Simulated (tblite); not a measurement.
C₄H₇ClSSi.
Geometry (GFN2-xTB, Å), atoms numbered from 1 in this order:
```xyz
14
C4H7ClSSi angstrom
Cl     2.173   -1.433   -0.825
Si     2.724    0.172    0.266
S      1.057    1.030    1.302
C     -0.262   -0.258    1.206
C     -1.068   -0.144   -0.060
C     -2.144    0.895   -0.178
C     -2.558   -0.325   -0.018
H      3.693   -0.291    1.249
H      3.237    1.204   -0.617
H      0.218   -1.232    1.296
H     -0.884   -0.076    2.081
H     -0.518   -0.435   -0.952
H     -2.331    1.932   -0.300
H     -3.337   -1.038    0.087
```

All values are computed: GFN2-xTB (tblite) harmonic vibrations without scaling, gas phase. This tight-binding method is rough: wavenumbers can miss measured ones by several per cent, in bad cases by 10 to 20. Modes of hydrogen on silicon can be 10 to 20 % off. One conformer, not necessarily the lowest. The optimisation stopped once no atom felt more than 0.01 eV/Å.

Lowest wavenumbers of the output (negative numbers stand for imaginary wavenumbers):
```
mode    cm-1
  1     -36.9
  2      44.2
  3      59.5
  4     124.7
  5     167.5
  6     230.1
  7     378.9
  8     418.4
  9     470.4
 10     477.2
 11     539.2
 12     568.7
 13     673.6
 14     687.1
 15     711.1
```

Task: Is this structure a minimum?

Result: Not by this Hessian. 1 mode is imaginary beyond 20i (37i cm⁻¹), so at this level the point lies at or near a first-order saddle. The curvature is small, so loose convergence or finite differences may be the whole cause.

Task: Which atoms move in the imaginary mode?

Result: 37i: Si2 (chlorine-bound silicon) 35 %, Cl1 (silicon-bound chlorine) 17 %, S3 (sulfur bonded to C and Si) 17 %. These are shares of the mass-weighted motion.

Task: What is the remedy?

Result: Step along that mode in both directions, optimise again with tighter thresholds and repeat the frequencies. The zero-point energy of this point (58.5 kcal/mol) counts the 35 real modes alone, and thermal corrections from it aren't those of a minimum.
